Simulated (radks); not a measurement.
The numbers below are computed, except where a source is named.
Ionisation of Ir3+, [Xe] 4f14 5d6, to Ir4+, [Xe] 4f14 5d5, under several functionals. Scalar-relativistic Kohn-Sham, spin-polarised, spherical densities, point nucleus; open shells are filled with parallel spins first (spin-orbit coupling, left out, can overturn this in heavy ions); a radial shooting solver on a logarithmic mesh with Libxc functionals.

functional,E(Ir3+) (hartree),Exc (hartree),IE (eV),-e(HOMO) (eV),<r> HOMO (bohr),IE error (eV)
XLYP,-17827.5120,-347.1876,41.644,35.216,1.567,+1.644
RPBE,-17826.0690,-345.7818,41.274,34.935,1.556,+1.274
BLYP,-17826.5169,-346.1936,41.580,35.176,1.564,+1.580
exchange-only B88,-17822.4706,-342.1179,39.906,33.687,1.562,-0.094
PBE,-17825.5340,-345.2389,41.393,35.073,1.554,+1.393
exchange-only PBE,-17821.0084,-340.6504,39.984,33.725,1.571,-0.016
revPBE,-17825.9210,-345.6332,41.252,34.933,1.553,+1.252
B86b exchange with PBE correlation,-17826.8374,-346.5419,41.410,35.097,1.553,+1.410
HCTH/407,-17835.8436,-355.9711,41.980,35.324,1.573,+1.980
SOGGA,-17819.8969,-339.6039,41.271,34.967,1.549,+1.271

NIST Atomic Spectra Database: 40 eV (theoretical). Closest: exchange-only PBE. The Delta-SCF values span 2.07 eV, the total energies 15.95 hartree. The highest occupied level is 5d. Open shells are spherical and high-spin; term and fine-structure splittings are not resolved. Spin-orbit splitting is averaged out at the scalar-relativistic level.
